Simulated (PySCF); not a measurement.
Badger's rule along the third period: bonds to Pb

CCSD(T) in PySCF with def2-SVP on every atom (core potentials on Pb), for the lowest determinant that a PBE0 search found; no spin–orbit coupling. Badger's rule says that Re = d + c·k^(−1/3) for bonds between atoms of fixed rows.

```json
{"molecule": "PbS", "state (unpaired electrons)": "singlet (closed shell)", "Re (Å)": "2.343", "k (mdyn/Å)": "2.83"}
{"molecule": "PbCl", "state (unpaired electrons)": "doublet (π ↑)", "Re (Å)": "2.499", "k (mdyn/Å)": "?"}
{"molecule": "SiPb", "state (unpaired electrons)": "triplet (π ↑↑)", "Re (Å)": "2.620", "k (mdyn/Å)": "?"}
{"molecule": "AlPb", "state (unpaired electrons)": "quartet (σ ↑, π ↑↑)", "Re (Å)": "2.735", "k (mdyn/Å)": "?"}
{"molecule": "NaPb", "state (unpaired electrons)": "quartet (σ ↑, π ↑↑)", "Re (Å)": "3.000", "k (mdyn/Å)": "0.352"}
```

Problem. Fix c and d from PbS and NaPb.

Solution. c = (3.0 − 2.343)/(0.352^(−1/3) − 2.83^(−1/3)) = 0.926, d = 2.343 − c·2.83^(−1/3) = 1.688 Å.

Problem. Predict k of the others and set the computed values beside them.

Solution. 

```
molecule  k by the rule  k computed  difference (%)
    PbCl           1.49        1.85             -20
    SiPb          0.982        1.38             -29
    AlPb          0.693       0.849             -18
```

The rule misses by 22 % on average; it knows nothing of spin state or of how ionic a bond is, and both change along this series.

Correlated steps freeze the inner cores (5 to 9 orbitals); shallow outer-core shells are correlated. Spin–orbit coupling is left out, which matters for elements this heavy, above all for dissociation energies. The CCSD T1 diagnostic is raised in PbS, a sign that a single reference may not be enough there. States were picked by a PBE0 search and need not be the measured ground states.
